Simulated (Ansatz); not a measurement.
`CBOC` + NH₃ → `CBN` + CH₃OH at 600 K and 1 bar (ligand exchange at a B–O bond).

Isolated molecules relaxed with PBE0-D4/def2-TZVP in Ansatz; ΔE leaves out vibrations. CBS: MP2 limit from def2 TZ/QZ plus the TZ coupled-cluster correction, frozen cores. This one scheme is used for every species. One conformer a species, not always the lowest.

| species | CCSD(T)/CBS energy (Eh) | H − E (kJ/mol) | S (J/(mol·K)) |
| --- | --- | --- | --- |
| `CBOC` | -180.32625 | 294.5 | 387.7 |
| NH₃ | -56.50880 | 112.4 | 219.5 |
| `CBN` | -121.21267 | 244.5 | 338.1 |
| CH₃OH | -115.61712 | 163.6 | 277.3 |

H − E and S are ideal-gas, rigid-rotor, harmonic terms from PBE0-D4/def2-TZVP, for one conformer and one mirror image of each species. 1 Eh = 2625.50 kJ/mol, R = 8.31446 J/(mol·K).

Task: By hand: ΔE, ΔH, ΔS and ΔG.

Result: ΔE = (-121.21267) + (-115.61712) − (-180.32625) − (-56.50880) = 0.00526 Eh = 13.8 kJ/mol. Δ(H − E) = 244.5 + 163.6 − 294.5 − 112.4 = 1.2, so ΔH = 15.0 kJ/mol. ΔS = 338.1 + 277.3 − 387.7 − 219.5 = 8.2 J/(mol·K). ΔG = 15.0 − 600 × (8.2)/1000 = 10.1 kJ/mol.

Task: By hand: the equilibrium constant, and the temperature at which ΔG would vanish if ΔH and ΔS stayed fixed.

Result: log₁₀ K = −ΔG/(RT ln 10) = -0.9. ΔG = 0 at ΔH/ΔS = 1829 K, though so small a ΔS makes that figure unsure.

The number of gas molecules stays the same, so ΔS is small and ΔH decides. A doubt of 5 kJ/mol in ΔE shifts log₁₀ K by 0.4 here. Other conformers and mirror images would add mixing entropy, several J/(mol·K) or more a flexible species. These are equilibria of isolated gas molecules and say nothing of rates. Largest T1 diagnostic: 0.012 (customary marks: 0.02 for closed shells, 0.045 for open ones).
